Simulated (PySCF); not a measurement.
Calculated elemental compositions, with the atomic weights C 12.011, F 18.998, N 14.007, H 1.008, Si 28.085, O 15.999, S 32.060, P 30.974.

**Question.** A compound of molar mass 101.12 g/mol holds 59.39 % carbon, 13.85 % nitrogen, 18.79 % fluorine and 7.97 % hydrogen by mass. What is its formula?

**Answer.** Dividing out the atomic weights: C 5.00, N 1.00, F 1.00, H 8.00. So C5H8FN. One species with this formula is `CC/C(F)=C\C=N/[H]`.

**Question.** A compound of molar mass 148.18 g/mol holds 25.64 % fluorine, 4.08 % hydrogen, 40.53 % carbon, 10.80 % oxygen and 18.95 % silicon by mass. What is its formula?

**Answer.** Per cent/100 × molar mass / atomic weight: F 2.00, H 6.00, C 5.00, O 1.00, Si 1.00. So C5H6F2OSi. One species with this formula is `o1c([SiH3])ccc1C(F)F`.

**Question.** A compound of molar mass 138.18 g/mol holds 7.29 % hydrogen, 23.20 % sulfur, 34.73 % oxygen and 34.77 % carbon by mass. What is its formula?

**Answer.** Atoms of each element: H 9.99, S 1.00, O 3.00, C 4.00. So C4H10O3S. One species with this formula is `CC(C)CS(=O)(=O)O`.

**Question.** A compound of molar mass 150.17 g/mol holds 8.05 % hydrogen, 25.30 % fluorine, 55.99 % carbon and 10.65 % oxygen by mass. What is its formula?

**Answer.** Dividing out the atomic weights: H 11.99, F 2.00, C 7.00, O 1.00. So C7H12F2O. One species with this formula is `FC(F)[C@@H]1CCCOCC1`.

**Question.** A compound of molar mass 208.22 g/mol holds 57.69 % carbon, 15.40 % sulfur, 7.68 % oxygen, 4.36 % hydrogen and 14.88 % phosphorus by mass. What is its formula?

**Answer.** Per cent/100 × molar mass / atomic weight: C 10.00, S 1.00, O 1.00, H 9.01, P 1.00. So C10H9OPS. One species with this formula is `O=[P@H](c1ccccc1)c1cccs1` (phenyl(2-thienyl)phosphine oxide).
